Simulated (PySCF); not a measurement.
PySCF job for C₃H₈BNO, SMILES C[C@H]1COB1N, TPSSh-D3(BJ)/def2-SVP. 

```python
import numpy as np
from pyscf import gto, scf, dft
from pyscf.geomopt import geometric_solver

mol = gto.M(
    atom='''
    C    -1.55066462   -1.16306524    0.64620706
    C    -0.66379144   -0.49228269   -0.39469128
    C    -0.86194293    1.03125927   -0.54898068
    O     0.49298228    1.35209841   -0.22016303
    B     0.80664965    0.01616741   -0.02181412
    N     2.02814482   -0.51140673    0.37150996
    H    -1.24779464   -2.19895936    0.78480448
    H    -1.46920070   -0.65312029    1.60372708
    H    -2.59468984   -1.14890382    0.33526486
    H    -0.77467976   -1.00873520   -1.35033711
    H    -1.10710527    1.37960806   -1.55515026
    H    -1.54769109    1.47806523    0.17474408
    H     2.82774812    0.06938425    0.55325214
    H     2.19768707   -1.49058414    0.50828931
    ''',
    basis='def2-SVP',
    charge=0,
    spin=0,
    max_memory=1600,
    verbose=3,
)
mf = dft.RKS(mol, xc='tpssh').density_fit(auxbasis='def2-universal-jkfit')
mf.disp = 'd3bj'
mf.grids.level = 4
mf.conv_tol = 1e-9
mf.max_cycle = 100
mf.kernel()
grad = mf.nuc_grad_method()
grad.grid_response = mol.nao <= 150
conv, mol_eq = geometric_solver.kernel(grad, convergence_set='GAU_TIGHT', maxsteps=100)
print(mol_eq.tostring(format='xyz'))
mf.reset(mol_eq)
mf.kernel()
```

Output:

```
[...]
   H   2.835550   0.048801   0.559090   -0.000116  0.000240  0.000124
   H   2.157151  -1.511797   0.509318    0.000175  0.000119  0.000216
converged SCF energy = -273.860581204293
--------------- DFRKS_Scanner gradients ---------------
         x                y                z
0 C     0.0000113794     0.0000087293    -0.0000075854
1 C     0.0000059693     0.0000033523    -0.0000018226
2 C    -0.0000064315    -0.0000066708     0.0000052223
3 O     0.0000059930     0.0000152937     0.0000019726
4 B    -0.0000091447    -0.0000316099     0.0000032706
5 N     0.0000114049     0.0000074023    -0.0000018698
6 H    -0.0000011310     0.0000008850     0.0000047361
7 H    -0.0000044557     0.0000009452    -0.0000010489
8 H    -0.0000001671    -0.0000041712     0.0000003831
9 H    -0.0000073172     0.0000021547     0.0000010637
10 H     0.0000025149     0.0000006334     0.0000008910
11 H    -0.0000010382     0.0000011627    -0.0000040001
12 H    -0.0000050430     0.0000001035     0.0000002795
13 H    -0.0000025330     0.0000017898    -0.0000014921
----------------------------------------------
cycle 12: E = -273.860581204  dE = -1.43083e-08  norm(grad) = 4.65691e-05
Step   11 : Displace = 2.692e-04/5.176e-04 (rms/max) Trust = 3.000e-01 (=) Grad = 1.245e-05/3.307e-05 (rms/max) E (change) = -273.8605812043 (-1.431e-08) Quality = 1.369
Hessian Eigenvalues: 2.91270e-03 4.31580e-03 2.32242e-02 ... 4.74764e-01 4.80106e-01 4.91433e-01

Geometry optimization cycle 13
Cartesian coordinates (Angstrom)
 Atom        New coordinates             dX        dY        dZ
   C  -1.543668  -1.177970   0.650738   -0.000004 -0.000066 -0.000012
   C  -0.677779  -0.476354  -0.392937   -0.000033  0.000007 -0.000002
   C  -0.860276   1.054322  -0.559890   -0.000003  0.000000 -0.000039
   O   0.524824   1.378587  -0.243417    0.000066 -0.000027 -0.000305
   B   0.793319   0.031316  -0.034117    0.000005  0.000001 -0.000090
   N   2.014653  -0.518638   0.376505   -0.000029  0.000074  0.000105
   H  -1.205784  -2.214731   0.811615   -0.000196 -0.000183 -0.000376
   H  -1.494591  -0.662245   1.624069    0.000312 -0.000335  0.000114
   H  -2.604378  -1.219974   0.348308   -0.000069  0.000267  0.000172
   H  -0.743926  -0.998268  -1.362596    0.000005  0.000027 -0.000020
   H  -1.118102   1.405345  -1.572801   -0.000187 -0.000038 -0.000004
   H  -1.541310   1.520899   0.172410    0.000164  0.000037  0.000091
   H   2.835496   0.048930   0.559156   -0.000054  0.000129  0.000066
   H   2.157173  -1.511692   0.509619    0.000023  0.000105  0.000301
converged SCF energy = -273.860581214455
--------------- DFRKS_Scanner gradients ---------------
         x                y                z
0 C     0.0000045608     0.0000000783    -0.0000004530
1 C    -0.0000044514     0.0000089852    -0.0000049940
2 C    -0.0000035192    -0.0000050100     0.0000047619
3 O     0.0000093695     0.0000072656     0.0000026313
4 B    -0.0000087767    -0.0000197950    -0.0000010159
5 N     0.0000050347     0.0000100898    -0.0000023888
6 H    -0.0000002847     0.0000006150     0.0000027217
7 H    -0.0000021734     0.0000011828    -0.0000007117
8 H     0.0000001222    -0.0000019415     0.0000003534
9 H    -0.0000033771     0.0000009051    -0.0000007477
10 H     0.0000031510    -0.0000016580     0.0000005325
11 H     0.0000006036    -0.0000002123    -0.0000026825
12 H    -0.0000021003     0.0000004088     0.0000017155
13 H     0.0000018411    -0.0000009138     0.0000002772
----------------------------------------------
cycle 13: E = -273.860581214  dE = -1.01622e-08  norm(grad) = 3.19453e-05
Step   12 : Displace = 2.488e-04/4.550e-04 (rms/max) Trust = 3.000e-01 (=) Grad = 8.538e-06/2.168e-05 (rms/max) E (change) = -273.8605812145 (-1.016e-08) Quality = 1.443
Hessian Eigenvalues: 2.72305e-03 3.05881e-03 2.24529e-02 ... 4.74992e-01 4.80935e-01 4.89440e-01

Geometry optimization cycle 14
Cartesian coordinates (Angstrom)
 Atom        New coordinates             dX        dY        dZ
   C  -1.543643  -1.178029   0.650722    0.000025 -0.000059 -0.000016
   C  -0.677774  -0.476335  -0.392919    0.000005  0.000019  0.000018
   C  -0.860301   1.054335  -0.559927   -0.000025  0.000013 -0.000037
   O   0.524856   1.378611  -0.243712    0.000032  0.000025 -0.000296
   B   0.793334   0.031374  -0.034179    0.000014  0.000059 -0.000062
   N   2.014605  -0.518578   0.376614   -0.000048  0.000060  0.000110
   H  -1.205884  -2.214874   0.811304   -0.000100 -0.000143 -0.000312
   H  -1.494346  -0.662528   1.624160    0.000245 -0.000283  0.000091
   H  -2.604396  -1.219795   0.348414   -0.000017  0.000178  0.000106
   H  -0.743852  -0.998240  -1.362588    0.000074  0.000028  0.000008
   H  -1.118328   1.405327  -1.572800   -0.000225 -0.000018  0.000001
   H  -1.541185   1.520929   0.172504    0.000125  0.000030  0.000094
   H   2.835504   0.048944   0.559175    0.000007  0.000014  0.000018
   H   2.157062  -1.511615   0.509896   -0.000112  0.000076  0.000278
converged SCF energy = -273.860581220174
--------------- DFRKS_Scanner gradients ---------------
         x                y                z
0 C     0.0000009490    -0.0000037299     0.0000035403
1 C    -0.0000072073     0.0000076733    -0.0000041470
2 C    -0.0000073147    -0.0000037112     0.0000018797
3 O     0.0000081583     0.0000110532     0.0000011052
4 B     0.0000011436    -0.0000222402     0.0000006789
5 N    -0.0000047587     0.0000062769    -0.0000029542
6 H     0.0000005775     0.0000020992     0.0000002109
7 H    -0.0000002289     0.0000003542    -0.0000017256
8 H     0.0000013171    -0.0000000500     0.0000000744
9 H     0.0000000372     0.0000009552     0.0000005372
10 H     0.0000028085    -0.0000008879    -0.0000017100
11 H     0.0000014735     0.0000000907    -0.0000000653
12 H    -0.0000002404    -0.0000012783     0.0000017350
13 H     0.0000032852     0.0000033949     0.0000008406
----------------------------------------------
cycle 14: E = -273.86058122  dE = -5.71924e-09  norm(grad) = 3.21823e-05
Step   13 : Displace = 2.093e-04/3.664e-04 (rms/max) Trust = 3.000e-01 (=) Grad = 8.601e-06/2.228e-05 (rms/max) E (change) = -273.8605812202 (-5.719e-09) Quality = 1.257
Hessian Eigenvalues: 2.52474e-03 2.97332e-03 2.10455e-02 ... 4.75122e-01 4.80877e-01 4.97708e-01

Geometry optimization cycle 15
Cartesian coordinates (Angstrom)
 Atom        New coordinates             dX        dY        dZ
   C  -1.543626  -1.178060   0.650709    0.000017 -0.000031 -0.000013
   C  -0.677738  -0.476329  -0.392897    0.000036  0.000006  0.000022
   C  -0.860318   1.054337  -0.559938   -0.000017  0.000002 -0.000011
   O   0.524846   1.378655  -0.243843   -0.000010  0.000044 -0.000130
   B   0.793354   0.031457  -0.034188    0.000020  0.000083 -0.000010
   N   2.014591  -0.518531   0.376671   -0.000014  0.000047  0.000056
   H  -1.205939  -2.214951   0.811161   -0.000056 -0.000077 -0.000143
   H  -1.494253  -0.662669   1.624203    0.000093 -0.000141  0.000043
   H  -2.604392  -1.219711   0.348428    0.000003  0.000084  0.000014
   H  -0.743767  -0.998237  -1.362571    0.000086  0.000003  0.000018
   H  -1.118464   1.405310  -1.572785   -0.000136 -0.000017  0.000015
   H  -1.541153   1.520910   0.172553    0.000032 -0.000018  0.000049
   H   2.835557   0.048923   0.559152    0.000053 -0.000022 -0.000022
   H   2.156955  -1.511578   0.510008   -0.000107  0.000037  0.000111
converged SCF energy = -273.860581222743
--------------- DFRKS_Scanner gradients ---------------
         x                y                z
0 C    -0.0000034715    -0.0000049786     0.0000053890
1 C    -0.0000040306     0.0000048535    -0.0000050260
2 C     0.0000015065     0.0000018002     0.0000001847
3 O     0.0000001794    -0.0000009018     0.0000001636
4 B     0.0000024534    -0.0000005962    -0.0000011900
5 N    -0.0000060118     0.0000011215    -0.0000016080
6 H     0.0000011976     0.0000004306    -0.0000005276
7 H     0.0000006315     0.0000008122     0.0000001695
8 H     0.0000003092     0.0000004311    -0.0000003626
9 H     0.0000006395    -0.0000004541    -0.0000005289
10 H     0.0000010470    -0.0000016276     0.0000005890
11 H     0.0000008111    -0.0000007291     0.0000001431
12 H     0.0000018205    -0.0000001593     0.0000011952
13 H     0.0000029181    -0.0000000023     0.0000014091
----------------------------------------------
cycle 15: E = -273.860581223  dE = -2.56853e-09  norm(grad) = 1.44913e-05
Step   14 : Displace = 1.058e-04/1.683e-04 (rms/max) Trust = 3.000e-01 (=) Grad = 3.873e-06/8.117e-06 (rms/max) E (change) = -273.8605812227 (-2.569e-09) Quality = 1.156
Hessian Eigenvalues: 2.80176e-03 2.94813e-03 1.93890e-02 ... 4.75648e-01 4.80595e-01 5.04544e-01

Geometry optimization cycle 16
Cartesian coordinates (Angstrom)
 Atom        New coordinates             dX        dY        dZ
   C  -1.543620  -1.178060   0.650702    0.000006  0.000000 -0.000007
   C  -0.677714  -0.476335  -0.392882    0.000024 -0.000007  0.000015
   C  -0.860329   1.054328  -0.559931   -0.000011 -0.000009  0.000007
   O   0.524824   1.378676  -0.243818   -0.000022  0.000021  0.000025
   B   0.793360   0.031485  -0.034165    0.000006  0.000028  0.000023
   N   2.014602  -0.518517   0.376671    0.000010  0.000015  0.000000
   H  -1.205951  -2.214956   0.811164   -0.000012 -0.000005  0.000003
   H  -1.494268  -0.662674   1.624199   -0.000015 -0.000005 -0.000004
   H  -2.604381  -1.219706   0.348401    0.000011  0.000006 -0.000028
   H  -0.743727  -0.998247  -1.362554    0.000040 -0.000010  0.000017
   H  -1.118476   1.405304  -1.572780   -0.000012 -0.000006  0.000005
   H  -1.541186   1.520888   0.172551   -0.000033 -0.000023 -0.000002
   H   2.835587   0.048912   0.559133    0.000031 -0.000011 -0.000020
   H   2.156931  -1.511573   0.509973   -0.000024  0.000005 -0.000035
converged SCF energy = -273.860581223371
--------------- DFRKS_Scanner gradients ---------------
         x                y                z
0 C    -0.0000010955    -0.0000014865     0.0000021529
1 C    -0.0000015659     0.0000005590    -0.0000020789
2 C     0.0000031976     0.0000014669     0.0000007129
3 O    -0.0000013708    -0.0000031577    -0.0000000744
4 B     0.0000002143     0.0000038770    -0.0000012901
5 N    -0.0000022553    -0.0000005870    -0.0000003939
6 H     0.0000006606    -0.0000000250    -0.0000002363
7 H     0.0000003452     0.0000004001     0.0000000794
8 H    -0.0000000014     0.0000001969    -0.0000002421
9 H    -0.0000000022    -0.0000002695     0.0000000377
10 H    -0.0000002205    -0.0000003090    -0.0000003658
11 H    -0.0000002891    -0.0000001213     0.0000002345
12 H     0.0000012222     0.0000001052     0.0000006600
13 H     0.0000011607    -0.0000006491     0.0000008042
----------------------------------------------
cycle 16: E = -273.860581223  dE = -6.27949e-10  norm(grad) = 8.24234e-06
Step   15 : Displace = 2.866e-05/4.528e-05 (rms/max) Trust = 3.000e-01 (=) Grad = 2.203e-06/4.092e-06 (rms/max) E (change) = -273.8605812234 (-6.279e-10) Quality = 1.390
Hessian Eigenvalues: 2.80176e-03 2.94813e-03 1.93890e-02 ... 4.75648e-01 4.80595e-01 5.04544e-01
Converged! =D

14
XYZ from PySCF
C          -1.54361996       -1.17805974        0.65070188
C          -0.67771386       -0.47633521       -0.39288179
C          -0.86032899        1.05432833       -0.55993109
O           0.52482398        1.37867618       -0.24381784
B           0.79336012        0.03148455       -0.03416504
N           2.01460152       -0.51851657        0.37667097
H          -1.20595131       -2.21495612        0.81116368
H          -1.49426796       -0.66267414        1.62419910
H          -2.60438106       -1.21970569        0.34840052
H          -0.74372689       -0.99824712       -1.36255403
H          -1.11847590        1.40530387       -1.57278026
H          -1.54118643        1.52088772        0.17255082
H           2.83558726        0.04891223        0.55913275
H           2.15693112       -1.51157314        0.50997283
converged SCF energy = -273.860581223352
```

The calculation finished and met its thresholds.
